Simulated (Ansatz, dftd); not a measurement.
Reaction: SF2 (fluoro thiohypofluorite, SMILES S(F)F) → F (doublet) + SF (SMILES F[S], doublet) (the F-S bond breaks)
Each species at its own B3LYP-D3(BJ)/def2-TZVP minimum (Ansatz, a first-principles code).

Property: bond dissociation energy (electronic), in kcal/mol. UHF or UKS for unpaired electrons; spin-orbit terms are left out. CBS(X,Y): correlation extrapolated as X^-3, Hartree-Fock from the larger set (Q,5: extrapolated as (X+1)exp(-9√X)). A bracket is a step between two methods taken in the basis named. Functionals run without relativity, which enters their misses. Double hybrids freeze cores in their MP2 part. 'core' is core correlation in cc-pwCVTZ (1s frozen past Ne), 'X2C' scalar relativity in cc-pVTZ-DK, both at CCSD(T).

Compared with CCSD(T)/CBS(cc-pV(Q+d)Z,cc-pV(5+d)Z) + [CCSDT(Q) - CCSD(T)]/cc-pV(T+d)Z + core + X2C (Ansatz).

Q: Rank these levels by how close they come to it, closest first: B2GP-PLYP-D4/def2-TZVPD (Ansatz + dftd4); r2SCANh/def2-TZVPD (Ansatz); CAM-B3LYP-D3(BJ)/def2-TZVPD (Ansatz + dftd3).

A: CAM-B3LYP-D3(BJ)/def2-TZVPD (89.8 kcal/mol, difference -2.2), B2GP-PLYP-D4/def2-TZVPD (87.8 kcal/mol, difference -4.2), r2SCANh/def2-TZVPD (87.4 kcal/mol, difference -4.6)
